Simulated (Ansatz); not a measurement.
CH$_{6}$GeO, SMILES `O[CH2][GeH3]`, relaxed with RKS PBE-D4/def2-SVP in Ansatz from a rough embedded geometry. The force threshold is 0.03 eV/Å; the program also tests the step.

Total charge 0; spin multiplicity 1.

Start:

```xyz
9

O    -1.242    0.081    1.072
C    -0.052    0.533    0.546
Ge    0.408   -0.655   -0.895
H    -1.406    0.767    1.825
H     0.762    0.541    1.286
H    -0.180    1.573    0.156
H     0.640   -2.069   -0.406
H     1.747   -0.111   -1.606
H    -0.677   -0.661   -1.979
```

(1) How much energy does the relaxation release, and in how many steps? (Estimate.)

(2) Which bonds change most? (Estimate.)

(3) Give the relaxed structure. (An estimate is asked.)

Results:

(1) Computed: 5.56 kcal/mol, in 4 steps.

(2) Ansatz gave: C2–Ge3 from 1.923 to 1.982 Å; O1–H4 from 1.032 to 0.975 Å; Ge3–H8 from 1.611 to 1.554 Å; O1–C2 from 1.378 to 1.417 Å.

(3) Ansatz gave: 
```xyz
9

O    -1.255    0.094    1.119
C    -0.047    0.570    0.550
Ge    0.433   -0.648   -0.938
H    -1.494    0.689    1.853
H     0.807    0.583    1.272
H    -0.132    1.605    0.134
H     0.638   -2.086   -0.398
H     1.750   -0.152   -1.597
H    -0.700   -0.656   -1.996
```
